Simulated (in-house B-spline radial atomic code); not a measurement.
Orbital energies and mean radii along the 44-electron series, configuration [Kr] 4d8. The effective charge is n√(-2ε), a non-relativistic measure. Computed with a B-spline radial code for spherical atoms: non-relativistic Hartree-Fock, average of the configuration, point nuclei.

This level leaves out relativity, spin-orbit splitting included, which matters for heavy ions.

```csv
ion,Z,energy of 3d (Eh),mean radius of 3d (bohr),energy of 2s (Eh),mean radius of 2s (bohr),energy of 3s (Eh),mean radius of 3s (bohr),effective charge of 3d
Nd16+,60,-50.879,0.24136,-256.6,0.108,-67.34,0.27968,30.263
Pm17+,61,-54.369,0.23592,-267.64,0.10611,-71.237,0.27411,31.283
Sm18+,62,?,?,?,?,?,?,?
Eu19+,63,?,?,?,?,?,?,?
Gd20+,64,-65.52,0.22098,-302.29,0.10083,-83.612,0.25864,34.342
Tb21+,65,-69.465,0.21641,-314.35,0.099182,-87.965,0.25385,35.361
Dy22+,66,-73.522,0.21203,-326.66,0.097588,-92.431,0.24924,36.379
Ho23+,67,-77.693,0.20782,-339.22,0.096042,-97.011,0.24479,37.396
Er24+,68,-81.977,0.20378,-352.03,0.094545,-101.7,0.24049,38.413
Tm25+,69,?,?,?,?,?,?,?
Yb26+,70,-90.882,0.19614,-378.42,0.091685,-111.43,0.23232,40.446
```

Q: Fill in the row of Sm18+.

A: energy of 3d (Eh): -57.972; mean radius of 3d (bohr): 0.23072; energy of 2s (Eh): -278.94; mean radius of 2s (bohr): 0.10429; energy of 3s (Eh): -75.247; mean radius of 3s (bohr): 0.26876; effective charge of 3d: 32.303.

Q: Fill in the row of Eu19+.

A: energy of 3d (Eh): -61.69; mean radius of 3d (bohr): 0.22575; energy of 2s (Eh): -290.49; mean radius of 2s (bohr): 0.10253; energy of 3s (Eh): -79.373; mean radius of 3s (bohr): 0.2636; effective charge of 3d: 33.323.

Q: Fill in the row of Tm25+.

A: energy of 3d (Eh): -86.373; mean radius of 3d (bohr): 0.19988; energy of 2s (Eh): -365.1; mean radius of 2s (bohr): 0.093093; energy of 3s (Eh): -106.51; mean radius of 3s (bohr): 0.23634; effective charge of 3d: 39.43.

Q: How does the screening of 3d change?

A: Z less the effective charge goes from 29.74 at Z = 60 to 29.55 at Z = 70.
